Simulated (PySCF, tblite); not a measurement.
Compound: C5H10Cl3NSi.
Cartesian coordinates in Å at the GFN2-xTB level; atoms count from 1:
```
atom  x, y, z in Å
C1     2.2234   -1.3281   -0.0866
C2     2.1725    0.0630    0.4388
C3     1.1627    0.9150    0.2902
Si4   -0.4735    0.5706   -0.5745
N5    -1.6560   -0.3779    0.2248
C6    -1.4783   -1.7701    0.5704
C7    -1.3198    2.3140   -0.6676
Cl8   -1.5696    2.9896    0.9544
Cl9   -2.8904    2.2189   -1.4748
Cl10  -0.2860    3.4242   -1.5808
H11    3.1169   -1.4628   -0.6952
H12    1.3467   -1.5562   -0.6840
H13    2.2840   -2.0355    0.7407
H14    3.0590    0.3676    0.9841
H15    1.2782    1.8997    0.7292
H16   -0.3650    0.1154   -1.9622
H17   -2.3114    0.0817    0.8406
H18   -0.9179   -1.9000    1.5011
H19   -0.9315   -2.2647   -0.2280
H20   -2.4492   -2.2538    0.6764
```

Computed, not measured: PBE0/pcSseg-1 in PySCF (dipole) on a GFN2-xTB geometry, gas phase.

Take the most abundant isotopes and a rigid rotor. The values belong to one conformer with, in the numbering `[CH3:1]/[CH:2]=[CH:3]\[Si@@H:4]([NH:5][CH3:6])[C:7]([Cl:8])([Cl:9])[Cl:10]`, C2–C3–Si4–N5 76°, C3–Si4–N5–C6 -64°.

Question: What are A, B and C (cm⁻¹)?

Answer: Ia = 523.17, Ib = 995.43, Ic = 1192.32 u·Å²; 505379 MHz·u·Å²/I gives 966.0, 507.7 and 423.9 MHz, that is A = 0.03222, B = 0.01693, C = 0.01414 cm⁻¹.

Question: What kind of rotor is it?

Answer: An asymmetric top: κ = (2 × 507.7 − 966.0 − 423.9)/(966.0 − 423.9) = -0.69.

Question: Is it planar, by Δ = Ic − Ia − Ib?

Answer: Not planar: Δ = Ic − Ia − Ib = -326.28 u·Å². For a rigid frame Δ = −2 Σ m c², so Σ m c² = 163.14 u·Å² lies off the ab plane: 10.77 from hydrogen and 152.37 from heavier atoms. The atom farthest from that plane is 1.89 Å away.

Question: Give the other two planar moments, Paa and Pbb, and the rms extents of the mass along the axes.

Answer: Paa = Σ m a² = (Ib + Ic − Ia)/2 = 832.29 and Pbb = Σ m b² = (Ia + Ic − Ib)/2 = 360.03 u·Å². With the mass M = 216.96 u, the rms extents √(P/M) along a, b and c are 1.96, 1.29, 0.87 Å.

Question: Where do the levels up to J = 3 lie, in MHz?

Answer: Above 0(0,0):
J = 1: 1(0,1) 932, 1(1,1) 1390, 1(1,0) 1474
J = 2: 2(0,2) 2784, 2(1,2) 3169, 2(1,1) 3421, 2(2,1) 4796, 2(2,0) 4806
J = 3: 3(0,3) 5538, 3(1,3) 5832, 3(1,2) 6334, 3(2,2) 7590, 3(2,1) 7642, 3(3,1) 10097, 3(3,0) 10098

Question: Which types of transition are allowed, and where do some lines up to J = 2 fall?

Answer: The dipole components are |μa| = 3.58 D, |μb| = 0.68 D, |μc| = 0.53 D. Intensities carry the squares of the components, which stand as 1.00 : 0.04 : 0.02 (a : b : c). Some lines, for components of 0.1 D or more:

```json
{"type": "c", "branch": "Q", "J(Ka,Kc)": "2(1,2) ← 2(0,2)", "MHz": "385", "lower level (cm⁻¹)": "0.093"}
{"type": "b", "branch": "Q", "J(Ka,Kc)": "1(1,0) ← 1(0,1)", "MHz": "542", "lower level (cm⁻¹)": "0.031"}
{"type": "a", "branch": "R", "J(Ka,Kc)": "1(0,1) ← 0(0,0)", "MHz": "932", "lower level (cm⁻¹)": "0.000"}
{"type": "c", "branch": "Q", "J(Ka,Kc)": "2(2,1) ← 2(1,1)", "MHz": "1375", "lower level (cm⁻¹)": "0.114"}
{"type": "b", "branch": "Q", "J(Ka,Kc)": "2(2,0) ← 2(1,1)", "MHz": "1385", "lower level (cm⁻¹)": "0.114"}
{"type": "b", "branch": "R", "J(Ka,Kc)": "2(0,2) ← 1(1,1)", "MHz": "1394", "lower level (cm⁻¹)": "0.046"}
{"type": "c", "branch": "R", "J(Ka,Kc)": "1(1,0) ← 0(0,0)", "MHz": "1474", "lower level (cm⁻¹)": "0.000"}
{"type": "b", "branch": "Q", "J(Ka,Kc)": "2(2,1) ← 2(1,2)", "MHz": "1626", "lower level (cm⁻¹)": "0.106"}
{"type": "a", "branch": "R", "J(Ka,Kc)": "2(1,2) ← 1(1,1)", "MHz": "1779", "lower level (cm⁻¹)": "0.046"}
{"type": "a", "branch": "R", "J(Ka,Kc)": "2(0,2) ← 1(0,1)", "MHz": "1853", "lower level (cm⁻¹)": "0.031"}
{"type": "a", "branch": "R", "J(Ka,Kc)": "2(1,1) ← 1(1,0)", "MHz": "1947", "lower level (cm⁻¹)": "0.049"}
{"type": "b", "branch": "R", "J(Ka,Kc)": "2(2,1) ← 1(1,0)", "MHz": "3322", "lower level (cm⁻¹)": "0.049"}
{"type": "c", "branch": "R", "J(Ka,Kc)": "2(2,0) ← 1(1,0)", "MHz": "3332", "lower level (cm⁻¹)": "0.049"}
{"type": "c", "branch": "R", "J(Ka,Kc)": "2(2,1) ← 1(1,1)", "MHz": "3406", "lower level (cm⁻¹)": "0.046"}
```

Its GFN2-xTB frequencies are all real (lowest 27 cm⁻¹). Constants of a rigid frame at the computed geometry: no zero-point averaging, no centrifugal distortion. A rigid rotor knows nothing of inversion at nitrogen or internal rotation, which can split or shift real lines. Quadrupole hyperfine structure (14N, 35Cl) is left out.
